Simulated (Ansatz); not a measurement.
The molecule LiAl, closed-shell singlet (the spin of the measured ground state).

```csv
level,bond energy D_e (eV)
SVWN5/def2-TZVPP,1.174
PBE/def2-TZVPP,0.945
r2SCAN/def2-TZVPP,0.790
B97M-V/def2-TZVPP,1.093
B3LYP/def2-TZVPP,0.905
PBE0/def2-TZVPP,0.860
BHLYP/def2-TZVPP,0.813
CAM-B3LYP/def2-TZVPP,0.840
wB97X-V/def2-TZVPP,0.881
wB97M-V/def2-TZVPP,1.053
B2PLYP/def2-TZVPP,0.877
CCSD/def2-TZVPP,0.909
CCSD/def2-QZVPP,0.976
CCSD(T)/def2-TZVPP,0.961
CCSD(T)/def2-QZVPP,1.034
```

The rows run from 0.790 (r2SCAN/def2-TZVPP) to 1.174 eV (SVWN5/def2-TZVPP). From def2-TZVPP to def2-QZVPP CCSD(T) changes by 0.073. The 11 functionals in def2-TZVPP without D3 or D4 span 0.384, from r2SCAN to SVWN5.

D_e counts from the fitted minimum to each atom's lowest state at the same level, without counterpoise. The singlet is restricted.

Correlated levels freeze the inner cores; with def2 sets outer-core shells near the valence are correlated too.

Doubts at one or more of the structures used: a restricted determinant that unrestricted orbitals would lower (B2PLYP/def2-TZVPP, CCSD/def2-TZVPP, CCSD/def2-QZVPP, CCSD(T)/def2-TZVPP, CCSD(T)/def2-QZVPP).

Programs: Ansatz (Gaussian basis) for Hartree–Fock, density functionals and correlated methods. Values without a source in brackets are computed.

Ansatz is a quantum-chemistry and plane-wave program.
